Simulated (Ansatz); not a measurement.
Geometry optimisation, DFT PBE-D3(BJ), scalar-relativistic, plane waves, PAW (Ansatz 0.2.0).

Input:

```yaml
crystal:
  lattice:
    - [8.252372, 0.0, 0.0]
    - [0.0, 8.252372, 0.0]
    - [0.0, 0.0, 8.252372]
  atoms:
    - { symbol: C, position: [0.6045573, 0.2744864, 0.6439819] }
    - { symbol: C, position: [0.624446, 0.3879062, 0.5520113] }
    - { symbol: H, position: [0.6418776, 0.4873135, 0.4714031] }
    - { symbol: H, position: [0.5871257, 0.1750791, 0.7245901] }
    - { symbol: C, position: [0.1396189, 0.537667, 0.1386596] }
    - { symbol: C, position: [0.2000955, 0.4666849, 0.2708437] }
    - { symbol: H, position: [0.1501986, 0.6671792, 0.1188055] }
    - { symbol: H, position: [0.0773753, 0.4687933, 0.0455915] }
    - { symbol: H, position: [0.2623391, 0.5355585, 0.3639119] }
    - { symbol: H, position: [0.1895157, 0.3371727, 0.2906979] }
    - { symbol: C, position: [0.4840798, 0.6076605, 0.8909793] }
    - { symbol: C, position: [0.4058913, 0.6425137, 0.7537193] }
    - { symbol: H, position: [0.6058522, 0.6514085, 0.9141556] }
    - { symbol: H, position: [0.4291024, 0.5341382, 0.9850616] }
    - { symbol: H, position: [0.4608687, 0.7160361, 0.659637] }
    - { symbol: H, position: [0.2841189, 0.5987658, 0.7305431] }
    - { symbol: C, position: [0.9490916, 0.9704724, 0.8553868] }
    - { symbol: C, position: [0.8090873, 0.9783855, 0.9360383] }
    - { symbol: H, position: [1.0403677, 0.8803362, 0.8840866] }
    - { symbol: H, position: [0.9774186, 1.0538486, 0.757788] }
    - { symbol: H, position: [0.7807604, 0.8950094, 1.0336371] }
    - { symbol: H, position: [0.7178112, 1.0685217, 0.9073385] }
    - { symbol: C, position: [0.5303773, 0.9657937, 0.4326706] }
    - { symbol: C, position: [0.5446126, 0.9526561, 0.2720677] }
    - { symbol: H, position: [0.5368598, 1.0822386, 0.4933176] }
    - { symbol: H, position: [0.511734, 0.8605718, 0.5092233] }
    - { symbol: H, position: [0.5632559, 1.0578779, 0.195515] }
    - { symbol: H, position: [0.5381302, 0.8362111, 0.2114206] }
    - { symbol: C, position: [0.8564337, 0.3579374, 0.2090422] }
    - { symbol: C, position: [0.8064809, 0.3374806, 0.0565471] }
    - { symbol: H, position: [0.9245773, 0.4641791, 0.2457666] }
    - { symbol: H, position: [0.8309637, 0.2691716, 0.3025913] }
    - { symbol: H, position: [0.8319509, 0.4262464, -0.0370021] }
    - { symbol: H, position: [0.7383373, 0.2312389, 0.0198226] }
    - { symbol: C, position: [0.9725862, 0.816388, 0.422719] }
    - { symbol: C, position: [0.946607, 0.8395444, 0.26474] }
    - { symbol: H, position: [0.9937654, 0.9169163, 0.5047253] }
    - { symbol: H, position: [0.9736005, 0.6960777, 0.4756711] }
    - { symbol: H, position: [0.9455928, 0.9598547, 0.2117879] }
    - { symbol: H, position: [0.9254279, 0.7390161, 0.1827337] }
basis:
  ecutwfc: 420.0
kpoints:
  mp_grid: { grid: [1, 1, 1] }
hamiltonian:
  xc: pbe
  dispersion: d3bj
scf:
  occupations: { method: fermi_dirac, width: 0.05 }
  lower_state_search: "off"
relax:
  f_tol: 0.3
  max_steps: 15
  adjacent_minimum: "off"
```

Command:

```bash
$ ansatz run input.yaml --threads 1 --pin off --max-ram 3072MiB --backend cpu --events-out ev --progress --plain --runs-dir out
```

Task: Where does it end, and by what steps?

Result: It converged. The threshold is loose, so the end isn't yet a minimum. Limits of this set-up: coarse k mesh. After 2 steps the energy has fallen by 0.687 eV; H22 moved furthest, 0.34 Å.

| step | energy less start (eV) | largest force component (eV/Å) | accepted |
| --- | --- | --- | --- |
| 0 | 0.0000 | 1.045 | yes |
| 1 | -0.4011 | 0.437 | yes |
| 2 | -0.6869 | 0.291 | yes |

```xyz
40
Lattice="8.2524 0.0000 0.0000 0.0000 8.2524 0.0000 0.0000 0.0000 8.2524" Properties=species:S:1:pos:R:3
C 5.024 2.336 5.324
C 5.202 3.250 4.557
H 5.357 4.059 3.876
H 4.859 1.526 6.001
C 1.413 4.448 1.109
C 1.829 3.861 2.231
H 1.518 5.522 0.945
H 0.886 3.886 0.329
H 2.307 4.426 3.035
H 1.681 2.789 2.411
C 3.997 5.063 7.403
C 3.315 5.333 6.291
H 5.015 5.425 7.549
H 3.576 4.447 8.196
H 3.752 5.922 5.487
H 2.311 4.946 6.118
C 7.827 7.931 6.977
C 6.618 7.902 7.543
H 8.623 7.250 7.285
H 8.071 8.643 6.190
H 6.378 7.235 8.369
H 5.834 8.595 7.251
C 4.316 7.967 3.477
C 4.422 7.865 2.157
H 4.379 8.930 3.976
H 4.193 7.093 4.112
H 4.571 8.745 1.532
H 4.380 6.901 1.651
C 6.863 2.953 1.813
C 6.509 2.844 0.535
H 7.464 3.789 2.162
H 6.644 2.170 2.546
H 6.767 3.594 -0.219
H 5.965 1.980 0.177
C 8.058 6.733 3.579
C 7.842 6.959 2.288
H 8.254 7.551 4.268
H 8.042 5.727 3.996
H 7.866 7.961 1.867
H 7.626 6.146 1.596
```

Time of the run: 12 s on 1 thread of Arm Neoverse V1 (shared host), peak memory 0.47 GiB.
